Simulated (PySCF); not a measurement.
Isomers of C7H9F3N2.

All values: PBE0/pcSseg-1 (PySCF) at GFN2-xTB geometries, gas phase, one conformer each.

(1) Rank by HOMO energy, lowest first.
A. `[CH3:1][c:2]1[cH:3][n:4][n:5]([CH2:6][C:7]([F:8])([F:9])[F:10])[c:11]1[CH3:12]` with N4–N5–C6–C7 90°
B. `[CH2:1]=[CH:2]/[CH:3]=[N:4]\[N:5]([CH:6]=[CH2:7])[CH2:8][C:9]([F:10])([F:11])[F:12]` with C1–C2–C3–N4 -171°, C3–N4–N5–C6 28°, N4–N5–C6–C7 -171°, N4–N5–C8–C9 91°
C. `[CH2:1]=[CH:2]/[C:3](=[N:4]\[N:5]=[CH:6]\[CH2:7][CH3:8])[C:9]([F:10])([F:11])[F:12]` with C1–C2–C3–N4 179°, C3–N4–N5–C6 -105°, N5–C6–C7–C8 119°

(2) Rank by HOMO–LUMO gap, lowest first.
A. `[CH2:1]=[CH:2]/[C:3](=[N:4]\[N:5]=[CH:6]\[CH2:7][CH3:8])[C:9]([F:10])([F:11])[F:12]` with C1–C2–C3–N4 179°, C3–N4–N5–C6 -105°, N5–C6–C7–C8 119°
B. `[CH2:1]=[CH:2]/[CH:3]=[N:4]\[N:5]([CH:6]=[CH2:7])[CH2:8][C:9]([F:10])([F:11])[F:12]` with C1–C2–C3–N4 -171°, C3–N4–N5–C6 28°, N4–N5–C6–C7 -171°, N4–N5–C8–C9 91°
C. `[CH3:1][c:2]1[cH:3][n:4][n:5]([CH2:6][C:7]([F:8])([F:9])[F:10])[c:11]1[CH3:12]` with N4–N5–C6–C7 90°
D. `[CH2:1]=[CH:2]/[C:3]([CH2:4][CH3:5])=[N:6]/[N:7]=[CH:8]\[C:9]([F:10])([F:11])[F:12]` with C1–C2–C3–C4 7°, C2–C3–C4–C5 74°, C3–N6–N7–C8 113°
E. `[CH2:1]=[CH:2]/[CH:3]=[N:4]/[N:5]=[C:6](/[CH2:7][CH3:8])[C:9]([F:10])([F:11])[F:12]` with C1–C2–C3–N4 178°, C3–N4–N5–C6 103°, N5–C6–C7–C8 110°
F. `[CH3:1][c:2]1[cH:3][n:4]([CH2:5][C:6]([F:7])([F:8])[F:9])[n:10][c:11]1[CH3:12]` with C3–N4–C5–C6 70°

(3) Rank by the lowest IAO charge on any atom, lowest value first.
A. `[CH3:1][c:2]1[cH:3][n:4][n:5]([CH2:6][C:7]([F:8])([F:9])[F:10])[c:11]1[CH3:12]` with N4–N5–C6–C7 90°
B. `[CH2:1]=[CH:2]/[CH:3]=[N:4]\[N:5]([CH:6]=[CH2:7])[CH2:8][C:9]([F:10])([F:11])[F:12]` with C1–C2–C3–N4 -171°, C3–N4–N5–C6 28°, N4–N5–C6–C7 -171°, N4–N5–C8–C9 91°
C. `[CH2:1]=[CH:2]/[CH:3]=[N:4]/[N:5]=[C:6](/[CH2:7][CH3:8])[C:9]([F:10])([F:11])[F:12]` with C1–C2–C3–N4 178°, C3–N4–N5–C6 103°, N5–C6–C7–C8 110°

## Answers

(1) C (-6.94 eV), A (-6.75 eV), B (-6.08 eV).

(2) B (4.69 eV), A (5.24 eV), D (5.37 eV), E (5.54 eV), C (7.02 eV), F (7.24 eV).

(3) A (-0.440 e), C (-0.420 e), B (-0.393 e).

All values together:

```
                  SMILES  μ (D)  HOMO (eV)  LUMO (eV)  lowest IAO charge (e)  highest IAO charge (e)  lowest Hirshfeld charge (e)  highest Hirshfeld charge (e)
C=C/C(=N\N=C\CC)C(F)(F)F   4.21      -6.94      -1.70             -0.418 (C)              +0.798 (C)                   -0.112 (C)                    +0.254 (C)
C=C/C(CC)=N/N=C\C(F)(F)F   2.40      -6.92      -1.55             -0.415 (C)              +0.780 (C)                   -0.117 (C)                    +0.251 (C)
    Cc1cnn(CC(F)(F)F)c1C   3.16      -6.75       0.27             -0.440 (C)              +0.805 (C)                   -0.159 (N)                    +0.259 (C)
    Cc1cn(CC(F)(F)F)nc1C   2.30      -6.89       0.35             -0.435 (C)              +0.804 (C)                   -0.154 (N)                    +0.258 (C)
 C=C/C=N\N(C=C)CC(F)(F)F   2.52      -6.08      -1.39             -0.393 (C)              +0.802 (C)                   -0.141 (C)                    +0.255 (C)
C=C/C=N/N=C(/CC)C(F)(F)F   1.50      -6.87      -1.33             -0.420 (C)              +0.775 (C)                   -0.119 (C)                    +0.255 (C)
```

Conformers: `[CH2:1]=[CH:2]/[C:3](=[N:4]\[N:5]=[CH:6]\[CH2:7][CH3:8])[C:9]([F:10])([F:11])[F:12]` with C1–C2–C3–N4 179°, C3–N4–N5–C6 -105°, N5–C6–C7–C8 119°; `[CH2:1]=[CH:2]/[C:3]([CH2:4][CH3:5])=[N:6]/[N:7]=[CH:8]\[C:9]([F:10])([F:11])[F:12]` with C1–C2–C3–C4 7°, C2–C3–C4–C5 74°, C3–N6–N7–C8 113°; `[CH3:1][c:2]1[cH:3][n:4][n:5]([CH2:6][C:7]([F:8])([F:9])[F:10])[c:11]1[CH3:12]` with N4–N5–C6–C7 90°; `[CH3:1][c:2]1[cH:3][n:4]([CH2:5][C:6]([F:7])([F:8])[F:9])[n:10][c:11]1[CH3:12]` with C3–N4–C5–C6 70°; `[CH2:1]=[CH:2]/[CH:3]=[N:4]\[N:5]([CH:6]=[CH2:7])[CH2:8][C:9]([F:10])([F:11])[F:12]` with C1–C2–C3–N4 -171°, C3–N4–N5–C6 28°, N4–N5–C6–C7 -171°, N4–N5–C8–C9 91°; `[CH2:1]=[CH:2]/[CH:3]=[N:4]/[N:5]=[C:6](/[CH2:7][CH3:8])[C:9]([F:10])([F:11])[F:12]` with C1–C2–C3–N4 178°, C3–N4–N5–C6 103°, N5–C6–C7–C8 110°.
